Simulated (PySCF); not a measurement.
Species: C7H11N3.
InChI=1S/C7H11N3/c1-7(2,3)6-4-5-8-10-9-6/h4-5H,1-3H3

Level: PBE0/pcSseg-1 in PySCF, non-relativistic, on one gas-phase PBE0-D3(BJ)/def2-SVP geometry that isn't relaxed in the solvent. The solvent is an IEF-PCM continuum (cavity from Bondi-type radii × 1.2). Only the electrostatic response of the medium enters.

| run | E − E(gas) (kcal/mol) | HOMO (eV) | HOMO–LUMO gap (eV) | dipole (D) |
| --- | --- | --- | --- | --- |
| gas | 0.00 | -7.18 | 5.40 | 5.11 |
| P | -8.73 | -7.49 | 5.66 | 7.01 |
| Q | -3.89 | -7.31 | 5.52 | 5.92 |

Question: The runs were made in acetone and benzene. Which run belongs to which solvent?

Answer: P = acetone, Q = benzene. The dielectric constants are 2.271 (benzene), 20.49 (acetone), and the energy falls further as ε rises. In this model the ground state sees the solvent through ε alone.

Question: How constant is the ratio of the lowering to (ε − 1)/(2ε + 1)?

Answer: 
```
solvent  (ε − 1)/(2ε + 1)  E − E(gas) (kcal/mol)  ratio (kcal/mol)  polarisation term (kcal/mol)
benzene             0.229                  -3.89             -17.0                         -4.34
acetone             0.464                  -8.73             -18.8                        -11.15
```

The ratio changes by +10.9 % in size from benzene to acetone. The polarisation term is half the interaction of the solute with the induced surface charges.

Conformer computed: `[CH3:1][C:2]([CH3:3])([CH3:4])[c:5]1[cH:6][cH:7][n:8][n:9][n:10]1`: C1–C2–C5–C6 -123°.
